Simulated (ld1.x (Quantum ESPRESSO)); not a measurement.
## Transferability test, TM potential for Zn

- Element: Zn (Z = 30)
- Generator: ld1.x (Quantum ESPRESSO) 7.5
- Type: norm-conserving Troullier–Martins (Kleinman–Bylander form)
- Functional: PBE
- Relativity: fully relativistic
- Frozen core: [Ne]
- Valence charge: 20
- Reference configuration: 3s2 3p6 3d10 4s2 4p0
- Partial waves: 3s (bound): rc 0.70 bohr; 3p (bound): rc 0.65 bohr; 3d (bound): rc 1.00 bohr
- Local potential: all-electron potential smoothed inside 0.80 bohr (lloc = -1)
- Core correction: Bessel-smoothed model core, default radius (core density twice the valence density)

Open shells are filled in proportion to 2j + 1 (rel_dist='average').

Occupied shells without a wave of their own: 4s. They enter only through the test configuration that unscreens the potential, and ld1.x also counts them in the model core charge.

Energies are relative to the spin-unpolarised reference configuration 3s2 3p6 3d10 4s2 4p0; without spin polarisation the order of configurations can differ from experiment.

ld1.x takes every shell without a wave as core, so the model core holds the 4s electrons as well and exchange and correlation see them twice. This cancels in the reference configuration, but the file is broken for other ones, and its errors say nothing about a proper core correction.

| valence configuration | charge | ΔE all-electron (eV) | error AE − PS (meV) |
| --- | --- | --- | --- |
| 3s2 3p6 3d10 4s1 4p0 | +1 | 9.888 | -245 |
| 3s2 3p6 3d10 4s0 4p0 | +2 | 28.331 | -859 |
| 3s2 3p6 3d9 4s0 4p0 | +3 | 68.865 | -1293 |
| 3s1 3p6 3d10 4s2 4p0 | +1 | 138.043 | -43 |
| 3s2 3p6 3d10 4s1.5 4p0 | +0.5 | 3.941 | -80 |
| 3s2 3p6 3d10 4s0 4p1 | +1 | 16.211 | -352 |
| 3s2 3p6 3d8 4s0 4p0 | +4 | 130.678 | -1710 |

Levels in the configuration 3s2 3p6 3d9 4s0 4p0:

```json
{"level": "3s j=1/2", "all-electron (eV)": "-171.037", "pseudo (eV)": "-171.475"}
{"level": "3p j=1/2", "all-electron (eV)": "-127.130", "pseudo (eV)": "-127.560"}
{"level": "3p j=3/2", "all-electron (eV)": "-124.019", "pseudo (eV)": "-124.458"}
{"level": "3d j=3/2", "all-electron (eV)": "-50.950", "pseudo (eV)": "-51.381"}
{"level": "3d j=5/2", "all-electron (eV)": "-50.555", "pseudo (eV)": "-50.988"}
```

A Bessel basis up to 400 Ry misses an occupied level by 0.14 Ry, so cutoffs and ghosts were not judged.
